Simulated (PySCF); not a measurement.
## Excitation energy of C by level of theory

C [He] 2s2 2p2 (3P) → C [He] 2s2 2p1 3s1 (3P), as a difference of total energies. Calculation: PySCF 2.14, in aug-cc-pVTZ-DK (5s4p3d2f, 46 functions); scalar relativity by spin-free X2C-1e. Correlated levels: valence: 1s2 frozen. The calculations carry no spin-orbit coupling.

```
           method  excitation energy (eV)  error (eV)
              UHF                   7.556      +0.074
              LDA                   8.008      +0.526
              PBE                   7.854      +0.372
             PBE0                   7.883      +0.401
           r2SCAN                   8.149      +0.667
          LC-wPBE                   8.173      +0.691
             MN15                   7.953      +0.471
            B97-3                   7.969      +0.487
             BLYP                   7.843      +0.361
    MP2 (valence)                   7.822      +0.340
SCS-MP2 (valence)                   7.725      +0.243
```

Reference: 7.482 eV (measured; NIST levels, between the centres of gravity of the two terms).

Errors of the correlated levels include the incompleteness of this basis and the frozen core.

The promoted electron is Rydberg-like, and one or two diffuse shells describe it only roughly, which tends to raise the upper state.
